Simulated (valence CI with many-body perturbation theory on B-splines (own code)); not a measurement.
Results of a calculation; reference values are marked as such.
## Hyperfine factors and g values of Sb XLVI

Level of theory: configuration interaction combined with many-body perturbation theory (CI+MBPT): four valence electrons over a frozen Dirac-Fock core [He], radial functions for each j: 11 s, 11 p, 9 d, 7 f, 5 g, 2 h, 1 i, with the one-electron correlation potential Σ1, the two-electron term Σ2, the three-electron term Σ3, Breit, model QED; selected CI, second order for the rest (own B-spline code, finite nucleus).

The last digits are not significant, and no measured levels were compared; by estimate large intervals hold to a few tenths of a per cent, small ones and those within an open d or f shell to about a per cent. Among the levels kept, up to 280 cm⁻¹ of a level comes from second order outside the variational space, and about a tenth of that is noise between levels of different J, which matters for small intervals.

A/g_I is the dipole constant over the nuclear g factor μ/I (μ in nuclear magnetons, uniformly magnetised nucleus), B/Q the quadrupole constant per barn. Both hold the static response of the core; the bare values leave it out. Large factors of s and p1/2 electrons are usually good to 5 to 10 %; those of open d and f shells near neutrality can be off by tens of per cent, and small factors of p3/2, d and f electrons come from cancelling terms and can be off by a factor of two or in sign, in half-filled shells by more. B is blank for J = 1/2, where it vanishes, and for nearly pure S terms. Energies count from the lowest level. Levels with J = 0 are left out.

Levels are named by their leading jj configuration (3d3/2^4 stands for four electrons in 3d with j = 3/2), which in mixed levels can hold well under half, so a name can repeat and another be missing. Letters in brackets count levels of one name in rising energy.

```tsv
Level	E (× 10³ cm⁻¹)	g	A/g_I (MHz)	A/g_I bare	B/Q (MHz/b)	B/Q bare
(2s^2 2p1/2 2p3/2) J=1	2063.3	1.486	-89600	-78000	241000	241000
(2s^2 2p1/2 2p3/2) J=2	2183.9	1.173	590000	593000	404000	405000
(2s 2p1/2^2 2p3/2) J=2	3439.5	1.595	1410000	1400000	403000	404000
(2s 2p1/2^2 2p3/2) J=1	3902.4	1.067	-902000	-874000	325000	326000
(2s^2 2p3/2^2) J=2	4339.3	1.294	260000	267000	74600	74700
(2s 2p1/2 2p3/2^2) J=2 [a]	5396.2	1.533	1060000	1050000	209000	210000
(2s 2p1/2 2p3/2^2) J=3	5660.1	1.316	1280000	1270000	-1240	-1260
(2s 2p1/2 2p3/2^2) J=1 [a]	6044.3	1.289	-477000	-455000	-299000	-300000
(2s 2p1/2 2p3/2^2) J=2 [b]	6126.3	1.080	-15800	-1220	-142000	-143000
(2s 2p1/2 2p3/2^2) J=1 [b]	6157.1	1.370	2440000	2420000	134000	135000
(2p1/2^2 2p3/2^2) J=2	7619.5	1.339	233000	247000	66200	66300
(2s 2p3/2^3) J=2	8011.4	1.394	1460000	1450000	-474000	-476000
(2s 2p3/2^3) J=1	8439.8	1.210	-937000	-906000	-159000	-159000
(2p1/2 2p3/2^3) J=1	9753.1	1.486	-110000	-89100	-238000	-238000
(2p1/2 2p3/2^3) J=2	9880.3	1.128	592000	597000	-544000	-545000
(2s^2 2p1/2 3s) J=1	35733	1.325	1540000	1530000	-11500	-11500
(2s^2 2p1/2 3p1/2) J=1	36135	0.655	1060000	1050000	-2690	-2690
(2s^2 2p1/2 3p3/2) J=1	36792	1.638	700000	692000	59900	60000
(2s^2 2p1/2 3p3/2) J=2	36866	1.161	465000	464000	127000	128000
(2s 2p1/2^2 3s) J=1	37021	1.964	2150000	2120000	6230	6240
(2s^2 2p1/2 3d3/2) J=2	37216	0.754	444000	441000	32100	32400
(2s^2 2p1/2 3d3/2) J=1	37325	1.006	631000	622000	8770	8870
(2s 2p1/2^2 3p1/2) J=1	37449	1.269	1680000	1660000	-5350	-5310
(2s^2 2p1/2 3d5/2) J=2	37470	1.281	-235000	-233000	24900	25200
(2s^2 2p1/2 3d5/2) J=3	37493	1.106	286000	285000	15200	15600
(2s^2 2p3/2 3s) J=2	37954	1.485	562000	563000	482000	483000
(2s^2 2p3/2 3s) J=1	37999	1.143	-42900	-30000	253000	253000
(2s 2p1/2^2 3p3/2) J=2	38108	1.549	1250000	1230000	129000	129000
(2s 2p1/2^2 3p3/2) J=1	38142	1.091	-1110000	-1090000	68400	68500
(2s 2p1/2^2 3d3/2) J=1	38449	0.602	-929000	-915000	49600	49800
(2s^2 2p3/2 3p1/2) J=1	38458	1.270	-22400	-11200	200000	200000
```

Take the isotope of mass number 121, with I = 5/2, μ = 3.358 μN and Q = -0.543 b. What is the hyperfine structure of (2s 2p1/2^2 2p3/2) J=2?

From the table A = 1890000 MHz, B = -219000 MHz. Shifts from the centre of gravity in MHz: F = 1/2: -1.34e+07, F = 3/2: -1.04e+07, F = 5/2: -5620000, F = 7/2: 1040000, F = 9/2: 9400000.
